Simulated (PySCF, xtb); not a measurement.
disulfane (H2S2), SMILES SS.

GFN2-xTB (xtb) at its own geometry gives an orbital gap of 3.48 eV and a dipole moment of 1.77 D.

Geometry: B3LYP-D3(BJ)/def2-TZVP.

### Question
What does M06-2X/def2-TZVPD run with PySCF give? (Estimate from the structure and the level; the computed values follow.)

### Answer
gap 8.25 eV (levels -8.75 and -0.50 eV), dipole 1.15 D.
